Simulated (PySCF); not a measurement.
CH₃FO₂Si.

```xyz
8

O     -0.8972     1.7898     0.0000
C     -0.0396     0.9427     0.0000
O      1.2655     1.2130     0.0000
Si    -0.5607    -0.8984     0.0000
F      0.7212    -1.8919     0.0000
H      1.3574     2.1829     0.0000
H     -1.3534    -1.1287     1.2339
H     -1.3534    -1.1287    -1.2339
```
Charge 0, spin multiplicity 1.

The structure is a stationary point at PBE0-D3(BJ)/def2-SVP. This is a generated structure with no PubChem entry under its InChIKey; it may be hypothetical. The values are those of a single conformer.

These are PBE/pcSseg-1 (PySCF) values and carry that method's errors. Non-relativistic, no solvent.

### Question
Give the absolute GIAO shielding of each atom: isotropic value and principal components (ppm). (Estimate from the structure and the level; the computed values follow.)

### Answer

```tsv
atom	σ(iso)	σ11	σ22	σ33	span
O1	-154.9	-444.6	-257.7	237.6	682.2
C2	1.7	-92.6	24.9	72.9	165.5
O3	80.7	-104.3	134.7	211.8	316.1
Si4	367.1	298.9	350.7	451.5	152.6
F5	370.5	334.0	370.1	407.4	73.4
H6	24.7	18.6	24.1	31.5	12.9
H7	26.1	23.0	25.0	30.3	7.3
H8	26.1	23.0	25.0	30.3	7.3
```
